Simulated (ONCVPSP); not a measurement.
## What one change does to a pseudopotential (H, ONCV)

| Item | Value |
| --- | --- |
| Element | hydrogen (H) |
| Generator | ONCVPSP 4.0.1 |
| Type | optimised norm-conserving Vanderbilt (ONCV) |
| Functional | PBE |
| Relativity | scalar-relativistic |
| Frozen core | none |
| Valence charge | 1 |
| Reference configuration | 1s1 |
| Partial waves | 1s: rc 0.75 bohr, ncon 3, nbas 8, qcut 8.6 1/bohr, 2 projectors, debl 0.8 Ha |
| Local potential | polynomial inside 0.70 bohr (lpopt 3, dvloc0 6 Ha) |
| Core correction | none |

All-electron outer shells of the reference configuration (PBE, scalar-relativistic, ld1.x):

```json
{"shell": "1s", "level (eV)": "-6.49", "outermost node (bohr)": "–", "outermost maximum (bohr)": "1.03"}
```

Change: s: rc 0.54; local potential polynomial inside 0.54 bohr (lpopt 3, dvloc0 6 Ha).

Cutoffs: the cutoffs (Ha) at which the residual kinetic energy of the hardest occupied pseudo-wave falls to 1 and 0.1 mHa per electron; they do not see the model core or the augmentation charge, which bear on the density cutoff. Errors are all-electron minus pseudo energies relative to the spin-unpolarised reference configuration.

Question: How do hardness, ghosts and transferability respond?

Answer: The potential gets harder (23 Ha and 35 Ha → 30 Ha and 114 Ha); neither file shows a bound ghost. A smaller radius makes the pseudo-wave follow the all-electron one further in, where it bends more sharply, so more plane waves are needed.

| quantity | base | changed |
| --- | --- | --- |
| cutoff, loose | 23 Ha | 30 Ha |
| cutoff, tight | 35 Ha | 114 Ha |
| bound ghosts | none | none |
| GHOST(+) flags under 300 eV | none | none |
| error for 1s0.5, meV [ΔE 4.76 eV] | -0.1 | -0.8 |
